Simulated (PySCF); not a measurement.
**O⁺: excitation energy**

O⁺ [He] 2s2 2p3 (4S) → O⁺ [He] 2s1 2p3 3d1 (6D), as a difference of total energies. All numbers are calculated (PySCF 2.14, no relativity, point nucleus, in aug-cc-pwCVTZ (7s6p4d2f, 59 functions)). Correlated levels: valence and next inner shell: nothing frozen. The calculations carry no spin-orbit coupling.

```tsv
method	excitation energy (eV)
UHF	37.476
MP2 (valence and next inner shell)	39.320
SCS-MP2 (valence and next inner shell)	39.798
CCSD (valence and next inner shell)	39.538
CCSD(T) (valence and next inner shell)	39.583
```

Task: How much does correlation contribute at CCSD(T) (valence and next inner shell)?

Result: 39.583 − (37.476) = 2.107 eV, measured against UHF.

The upper state lies above the first ionisation limit, but in LS coupling its spin forbids autoionisation to the ground ion. A Rydberg-like electron needs more diffuse functions than a valence basis has.

The promoted electron is Rydberg-like, and one or two diffuse shells describe it only roughly, which tends to raise the upper state.
